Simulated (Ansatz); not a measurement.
One molecule, several partners

CO beside different partners, each pair relaxed from a docking trial to one local arrangement, named by its closest contact against the van der Waals radii; a more strongly bound one may exist. Pairs that react, share a proton or have a doubtful reference are left out. Counterpoise interaction energies from the frozen fragments; negative means bound. Gas-phase electronic energies, without zero-point energy, by CCSD(T) at an estimated basis limit (MP2 extrapolated from triple and quadruple zeta, plus CCSD(T) − MP2 in triple zeta); Ansatz 0.2.0, def2-TZVPPD and QZVPPD, frozen cores, on PBE0-D4/def2-TZVP structures. Extrapolation: Hartree–Fock as exp(−7.88 √X), correlation as X^−2.97.

```csv
partner,"closest contact, atom of CO first (Å)",interaction energy (kJ/mol)
HF,C···H 2.00,?
NH₄⁺,C···H 2.01,-35.5
H₂S,C···S 3.66,-2.7
H₂,C···H 3.12,-1.0
SiH₄,O···Si 3.54,-2.3
H₂O,C···H 2.31,-7.4
```

Problem. What is the interaction energy with HF? (To be estimated.)

Solution. By the calculation: -15.0 kJ/mol. It counts from the two fragments frozen as in the pair.

Problem. Which of these pairs would not bind at these structures without electron correlation? (Judge from chemistry; the calculation decides.)

Solution. The calculation gives: H₂S, SiH₄, H₂: the Hartree–Fock interaction is repulsive at this distance, so correlation does the binding there; at its own, longer distance Hartree–Fock may still bind a polar pair.

T1 diagnostic: at most 0.019.

For scale, one of the runs: CCSD(T)/def2-TZVPPD, 193 basis functions, launched by `ansatz run in.yaml --threads 2 --pin off --events-out ev --progress --plain --max-ram 5222MiB`. Time: 32 s of wall clock on 2 CPU threads of an Arm Neoverse V2; the host was shared. Peak host memory: 2.1 GiB.
